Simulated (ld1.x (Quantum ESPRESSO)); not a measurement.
What one change does to a pseudopotential (Ni (Z = 28), ultrasoft)

nickel, ultrasoft, made with ld1.x (Quantum ESPRESSO) 7.5 (PBE, scalar-relativistic). Core [Ar], reference 3d8.5 4s1.5 4p0. Waves: 4s (bound): rcut 1.95, rcutus 2.60 bohr; 4s channel at 0.35 Ry: rcut 1.95, rcutus 2.60 bohr; 4p (bound, empty): rcut 1.95, rcutus 2.60 bohr; 4p channel at 1 Ry: rcut 1.95, rcutus 2.60 bohr; 3d (bound): rcut 0.85, rcutus 1.05 bohr; 3d channel at 0.05 Ry: rcut 0.85, rcutus 1.05 bohr. Local part: all-electron potential smoothed inside 1.30 bohr (lloc = -2). Core correction: Bessel-smoothed model core, default radius (core density twice the valence density). Augmentation charge: PSQ, inside the norm-conserving radii.

Change: waves 4s (bound): rcut 1.95, rcutus 3.10 bohr; 4s channel at 0.35 Ry: rcut 1.95, rcutus 3.10 bohr.

Cutoffs: the cutoffs (Ry, on a coarse ladder) from which the occupation-weighted sum of valence levels, in a spherical-Bessel basis at the reference potential, stays within 10 and 1 mRy of its value at 400 Ry; they do not see the model core or the augmentation charge, which bear on the density cutoff. Errors are all-electron minus pseudo energies relative to the spin-unpolarised reference configuration.

**Question.** What does the change do?

**Answer.** The potential gets neither clearly harder nor softer (140 Ry and 200 Ry → 140 Ry and 200 Ry); of the 7 tests that both files solve, the error grows in 1 and shrinks in 4 by more than 15 % and 0.3 meV (median size 21.3 → 18.9 meV); neither file shows a bound ghost at the reference potential, the only one tested.

```tsv
quantity	base	changed
cutoff, loose	140 Ry	140 Ry
cutoff, tight	200 Ry	200 Ry
bound ghosts	none	none
error for 3d8 4s2 4p0, meV [ΔE 1.18 eV]	-28	-23
error for 3d8 4s1 4p0, meV [ΔE 10.51 eV]	-13	-8.3
error for 3d8 4s0 4p0, meV [ΔE 27.86 eV]	-21	-19
error for 3d6 4s0 4p0, meV [ΔE 122.88 eV]	-1268	-1201
error for 3d8 4s1 4p1, meV [ΔE 5.78 eV]	-17	-11
error for 3d9 4s0 4p0, meV [ΔE 7.50 eV]	-66	-77
error for 3d8 4s0 4p1, meV [ΔE 16.19 eV]	-14	-9.4
lowest overlap eigenvalue by channel	s 0.31, p 0.59, d 0.96	s 0.23, p 0.59, d 0.96
```

Changed file: These tests converged, but a pseudo level misses the all-electron one widely, so the file describes the atom poorly there or has found another state: 3d6 4s0 4p0: empty 4s by 11.9 eV (a node warning on the way).
